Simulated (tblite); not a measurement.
C7H5O2 (doublet state).
Structure used (GFN2-xTB), in Å, numbered top down from 1:
```xyz
14
C7H5O2 angstrom
O      2.4576   -1.2797   -0.1359
C      1.9207   -0.2358    0.1408
O      2.6147    0.8308    0.5657
C      0.4641    0.0031    0.0518
C     -0.0929    1.2467    0.3870
C     -1.4425    1.3686    0.2730
C     -2.2917    0.3833   -0.1392
C     -1.7306   -0.8511   -0.4711
C     -0.3657   -1.0318   -0.3742
H      3.5589    0.6128    0.6026
H      0.5462    2.0504    0.7162
H     -3.3576    0.5377   -0.2100
H     -2.3694   -1.6565   -0.8023
H      0.0874   -1.9790   -0.6265
```

Calculated harmonic vibrations of the isolated species, GFN2-xTB (tblite), most abundant isotopes, no scaling. Errors from tens to a few hundred cm⁻¹ against measured bands are possible. One conformer, not necessarily the lowest. Open shells enter through the occupations alone, without spin polarisation, and single modes of such species can be off by tens of per cent.

Harmonic wavenumbers (cm⁻¹): 43.4, 135.9, 193.1, 326.0, 363.1, 399.4, 473.6, 575.1, 583.3, 598.3, 628.0, 707.0, 754.2, 775.2, 854.2, 888.0, 907.6, 951.3, 1081.2, 1090.8, 1119.4, 1139.1, 1159.1, 1213.2, 1265.1, 1289.0, 1401.5, 1433.1, 1506.4, 1602.4, 1754.2, 3072.5, 3083.3, 3093.4, 3097.5, 3457.1.

A = 4118, B = 1254, C = 961.4 MHz; mass 121.029 u (most abundant isotopes); point group Cs, symmetry number 1; spin multiplicity 2.

Zero-point energy?

Half the sum of the wavenumbers: 21508 cm⁻¹ = 257.29 kJ/mol.

Entropy at 500 K, 1 bar (ideal gas, RRHO, classical rotation)?

Translation 179.42, rotation 125.95, vibration 138.84, spin (R ln 2) 5.76: S = 450.0 J/(mol K).

And Cp and H(500 K) − H(0)?

Cp = 189.29 J/(mol K), of which vibrations give 156.03 (their classical limit is 36 R = 299.3); H(500 K) − H(0) = 54.60 kJ/mol without the zero-point energy, 37.97 from vibrations.

How do the functions run with temperature in this model?

| T (K) | S (J/(mol K)) | Cp (J/(mol K)) | H − H(0) (kJ/mol) | G − H(0) (kJ/mol) | ln q(vib) |
| --- | --- | --- | --- | --- | --- |
| 150 | 302.8 | 72.0 | 7.64 | -37.78 | 1.69 |
| 250 | 348.0 | 108.5 | 16.63 | -70.36 | 3.20 |
| 298.15 | 368.6 | 126.6 | 22.30 | -87.61 | 3.99 |
| 400 | 410.8 | 161.4 | 37.01 | -127.32 | 5.76 |
| 600 | 486.5 | 211.2 | 74.67 | -217.23 | 9.40 |
| 900 | 581.2 | 254.1 | 145.14 | -377.90 | 14.73 |

q(vib) and H(0) count from the zero-point level.

Blend soft modes into free rotors: weight 1/[1 + (100 cm⁻¹/ν̃)⁴] for the oscillator and the rest for a rotor with moment μB/(μ + B), μ = h/(8π²ν), B = 10⁻⁴⁴ kg m². What vibrational entropy results?

130.19 J/(mol K) in place of 138.84, which changes −T·S at 500 K by +4.33 kJ/mol.

Hindered rotation and anharmonicity are outside this model. Other conformers, if any are populated, would add a mixing term that is left out.
